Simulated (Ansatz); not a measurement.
CH₅FNSi (`C[SiH]([NH])F`) radical, relaxed with UKS PBE0-D4/def2-TZVP in the Gaussian-basis code of Ansatz from a PBE-D4/def2-SVP geometry. The force threshold is 0.005 eV/Å; the program also tests the step.

Charge 0, multiplicity 2.

Start:

```xyz
9

C    -1.136    0.416    0.304
Si    0.386   -0.494   -0.308
N     1.756    0.030    0.643
F     0.531   -0.238   -1.930
H    -1.013    1.511    0.183
H    -1.310    0.201    1.377
H    -2.026    0.095   -0.275
H     0.276   -1.981   -0.107
H     2.535    0.460    0.111
```

```tsv
step	energy (eV)	largest force (eV/Å)	largest move (Å)
1	-13197.4642	1.046	0.000
2	-13197.5123	0.620	0.030
3	-13197.5263	0.046	0.025
4	-13197.5267	0.032	0.007
5	-13197.5269	0.066	0.025
6	-13197.5271	0.004	0.012
```

End:

```xyz
9

C    -1.135    0.413    0.298
Si    0.373   -0.478   -0.304
N     1.740    0.039    0.624
F     0.523   -0.218   -1.882
H    -1.032    1.492    0.159
H    -1.293    0.215    1.360
H    -2.016    0.077   -0.255
H     0.295   -1.949   -0.119
H     2.546    0.409    0.120
```

Hardware: 4 threads of an Arm Neoverse V2 on a shared host. Wall time 18 s, peak host memory 0.41 GiB.
